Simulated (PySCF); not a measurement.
# One molecule, several mistakes: BGeH5NO

Calculated results; nothing here was measured. They come from PySCF 2.14.0, an open-source quantum chemistry program, on an isolated molecule that a program drew, which may never have been made. The molecule is BGeH5NO (charge 0, doublet), drawn as the SMILES string `[NH2][GeH2][B]O`.

Each row is a Hartree-Fock (HF) and frozen-core CCSD(T) single point in the cc-pVDZ basis, meant for a local HF minimum. Run 1 is clean. Each other run has one planted mistake out of seven kinds, and not every kind appears here: one electron removed, one electron added, multiplicity raised by two, geometry at a saddle point, minimal basis STO-3G, one bond length entered in bohr, all coordinates scaled. The reference is restricted for singlets and unrestricted otherwise, and also for a bond in bohr. Adding or removing an electron swaps singlet and doublet. Electrons count all cores. HOMO and LUMO are orbital energies over both spins, the gradient is its largest component, and the lowest frequency (negative if imaginary) is given only where the gradient is small. Bond lengths are over the 8 bonds as drawn. T1 is the CCSD diagnostic: over 0.02 (restricted) or 0.045 (unrestricted) a single reference is doubtful. Germanium has the cc-pVDZ-PP basis, with a core potential (ECP10MDF) in place of its 10 inner electrons, and its 3s, 3p and 3d shells are frozen in CCSD(T).

Geometry of the clean run:
```xyz
9
BGeH5NO, angstrom
N     0.6172    2.0235   -1.6305
Ge   -0.0565    1.0071   -0.2393
B     1.5869    0.1803    0.7539
O     1.6520   -0.0577    2.0656
H     1.2560    1.5166   -2.2200
H    -0.0890    2.4255   -2.2238
H    -0.9092    1.9582    0.6130
H    -0.9723   -0.1396   -0.7234
H     2.4674   -0.4483    2.3505
```

```
run,electrons,basis functions,<S^2>,HOMO (eV),LUMO (eV),gradient (hartree/bohr),lowest frequency (cm^-1),mean bond (Å),longest bond (Å),T1,HF (hartree),CCSD(T) (hartree),mistake
1,57,90,0.757,-8.17,2.74,8.6e-06,62,1.4146,2.091,0.0158,-450.28147,-450.85454,no fault
2,58,90,0.000,0.61,8.59,6.5e-02,-,1.4146,2.091,0.0162,-450.21374,-450.82012,one electron added
3,57,90,0.757,-7.90,3.03,5.8e-02,-,1.3438,1.986,0.0145,-450.25670,-450.82062,?
4,56,90,0.000,-15.18,-5.84,1.1e-01,-,1.4146,2.091,0.0193,-450.02259,-450.59725,?
```

**Which mistake was planted in run 3, and what did it cost?**

The mean and the longest bond both change by the same factor, 0.950, and the gradient is no longer small. So the mistake is: all coordinates scaled. Subtracting run 1 and multiplying by 627.51 kcal/mol a hartree, the energy moved by 15.5 kcal/mol in HF and 21.3 kcal/mol in CCSD(T).

**Which mistake was planted in run 4, and what did it cost?**

It counts 56 electrons, one fewer than the clean run, at the same geometry and basis. So the mistake is: one electron removed. Subtracting run 1 and multiplying by 627.51 kcal/mol a hartree, the energy moved by 162.4 kcal/mol in HF and 161.5 kcal/mol in CCSD(T).

Cautions from the logs. Run 2: the HOMO is above zero, so the electron isn't bound and the energy depends on the basis.
